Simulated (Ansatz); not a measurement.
Ansatz (a first-principles code) input:
A basis named .json is the Basis Set Exchange file of that set.

Ansatz 0.2 input:
```yaml
crystal:
  periodic: [false, false, false]
  atoms:
    - {symbol: Si, position_ang: [-0.14529993, -0.22733332, -1.01978605]}
    - {symbol: Br, position_ang: [0.12576152, 0.75604937, 1.02983827]}
    - {symbol: N, position_ang: [1.22941573, -1.24127452, -1.18553319]}
    - {symbol: N, position_ang: [-1.49796916, -1.25224242, -1.21481555]}
    - {symbol: H, position_ang: [1.32381411, -1.82405762, -2.00417572]}
    - {symbol: H, position_ang: [2.12268432, -0.94900663, -0.82092849]}
    - {symbol: H, position_ang: [-1.51012298, -2.17798318, -0.80929011]}
    - {symbol: H, position_ang: [-2.42395592, -0.87339547, -1.33049945]}
basis:
  gaussian:
    orbitals: def2-TZVPP
    fitting: {mean_field: def2-universal-jkfit, correlation: def2-TZVPP-RIFIT.json}
magnetization: {spin_polarized: true, initial_magnetization: 1}
correlation: {method: mp2, electrons: outside_noble_gas}
```

Task: Predict the final energy.

Result: -2973.41028 Eh (RI-MP2/def2-TZVPP). The basis has 208 functions.

It need not be the lowest isomer of its formula.
